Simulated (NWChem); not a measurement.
# Total energies of BF (+1)

```
B
F 1 1.2147
```
Charge +1, spin multiplicity 2.

Everything below was run with NWChem. Structure: optimised with UPBE0/def2-SVP, a minimum by its harmonic frequencies.

Basis set: STO-3G (10 functions).

```
method   total energy (Ha)
-------  -----------------
UHF             -122.09657
UMP2            -122.16051
UB2PLYP         -122.44092
UPBE            -122.43446
UB3LYP          -122.56229
UTPSS           -122.59885
```

Total energies of different functionals aren't comparable as a measure of quality: only differences taken within one method are. 

The correlated methods keep 2 core orbitals frozen. B3LYP has NWChem's definition, with VWN1-RPA local correlation. This spin state was chosen for the runs; another may lie lower. The structure started from a generated list of species. The unpaired electrons of the parent sit in orbitals of symmetry a1 (C2v labels of the run); other states weren't searched. The stability of the SCF solutions was not checked. Open-shell Hartree-Fock references start from PBE0 orbitals.
